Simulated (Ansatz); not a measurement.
A single point on `[OH][GaH][NH][InH2]`.

```yaml
crystal:
  periodic: [false, false, false]
  atoms:
    - {symbol: O, position_ang: [-0.277735, 1.447191, -2.341301]}
    - {symbol: Ga, position_ang: [-0.196149, 1.106657, -0.582405]}
    - {symbol: N, position_ang: [0.104067, -0.641236, -0.182026]}
    - {symbol: In, position_ang: [0.285456, -1.547588, 1.624344]}
    - {symbol: H, position_ang: [-0.435887, 2.368877, -2.552002]}
    - {symbol: H, position_ang: [-0.371644, 2.234155, 0.477057]}
    - {symbol: H, position_ang: [0.194003, -1.241402, -0.992035]}
    - {symbol: H, position_ang: [0.572018, -3.236788, 1.585713]}
    - {symbol: H, position_ang: [0.125881, -0.489875, 2.962656]}
basis:
  gaussian: {orbitals: def2-QZVPP}
correlation: {method: mp2}
```

```sh
$ ansatz run in.yaml --threads 4 --pin off --events-out ev --progress --plain --max-ram 10444MiB
```

Shortened log:

```
Functional definition: HF
2711 factors; integrals over basis functions are off by at most 9.2e-4 eV
mean field evaluation 1: about -61077.2515 eV, gradient 6.1e1 eV
mean field evaluation 2: about -61077.3628 eV, gradient 6.1e1 eV
mean field evaluation 4: about -61084.6669 eV, gradient 4.4e0 eV
mean field evaluation 8: about -61084.7485 eV, gradient 4.1e-1 eV
mean field -61084.74901831 eV, -2244.8231216930 hartree, gradient 9.0e-6 eV, S^2 0.000000; 0 other end points of the search recorded, 0 dependent functions left out
15 core orbitals not correlated: weight in the atoms' cores, before any rotation towards them, 1.000 or more for the frozen orbitals, at most 0.000 for the correlated occupied ones
reference -61084.74901831 eV, -2244.8231216930 hartree; 21, 21 occupied and 399, 399 virtual orbitals, 2711 factors
second order -39.60722464 eV of doubles, -0.00000000 eV of singles
Total energy: -61124.35624296 eV, -2246.2786603520 hartree
```

It took 30 s on 4 threads of an Arm Neoverse V1 on a shared host, with 2.3 GiB of host memory at the peak.
